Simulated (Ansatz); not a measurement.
Isolated molecules relaxed with PBE0-D4/def2-TZVP in Ansatz; ΔE leaves out vibrations. CBS: MP2 limit from def2 TZ/QZ plus the TZ coupled-cluster correction, frozen cores. This one scheme is used for every species, atoms too. Open shells (•) are unrestricted, without spin–orbit coupling. Spin–orbit coupling would lower the free atoms: a little for B, C, Si. One conformer a species, not always the lowest.

Reaction (atomization): `C=N[SiH2]N1BC1` → B• + 2 C• + 7 H• + 2 N• + Si•

| species | HF/def2-QZVPP energy (Eh) |
| --- | --- |
| `C=N[SiH2]N1BC1` | -502.44000 |
| B• | -24.53309 |
| C• | -37.69363 |
| H• | -0.49998 |
| N• | -54.40439 |
| Si• | -288.85873 |

Q: Work out ΔE.

A: ΔE = 7 × (-0.49998) + 2 × (-37.69363) + 2 × (-54.40439) + (-24.53309) + (-288.85873) − (-502.44000) = 1.35228 Eh = +3550.4 kJ/mol. CCSD(T)/CBS gives +4954.9 kJ/mol.

Largest T1 diagnostic among the species: 0.014.

The D4 term adds +45.9 kJ/mol with B3LYP and +24.4 kJ/mol with PBE0; it sums over pairs of atoms, weighted by their polarisabilities, and B3LYP, whose exchange is more repulsive, gets the larger term. From PBE to PBE0 (25 % exact exchange), in def2-TZVPP and without D4, ΔE moves by −100.4 kJ/mol: exact exchange takes away binding that semilocal exchange gives to molecules. In def2-TZVPP, CCSD(T) changes the Hartree–Fock value by +1271.3 kJ/mol (the triples alone add +83.6 kJ/mol) and MP2 by +1363.5 kJ/mol; breaking electron pairs costs correlation energy, which Hartree–Fock lacks.

B3LYP here is the variant with VWN-RPA as its local correlation; programs differ in this.

For atomizations the MP2-based limit and the directly extrapolated one differ by several kJ/mol either way, and by 10 to 25 for some Ge, Se and Sn compounds, so smaller differences from it don't rank the levels.
